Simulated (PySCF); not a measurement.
H2Sb, charge +1, multiplicity 1. Atoms are numbered in the order given.

```xyz
3

Sb     0.0000     0.0000    -0.0463
H      0.0000     1.2154     1.1799
H      0.0000    -1.2154     1.1799
```
Charge +1, spin multiplicity 1.

Geometry optimised at PBE-D3(BJ)/def2-TZVPD. The def2 effective core potentials stand for the cores of Sb; spin–orbit coupling is left out.

Computed with PySCF 2.14.0 with PBE-D3(BJ)/def2-TZVPD.

Frequencies are harmonic and unscaled.

Problem. List the normal modes with their intensities. (The exact figures need the calculation; the answer reports its results.)

Solution. 
```tsv
mode	ν (cm⁻¹)	IR (km/mol)	moving atoms (share of kinetic energy)
1	819	10.6	H 99 %
2	1919	21.5	H 99 %
3	1928	19.7	H 99 %
```
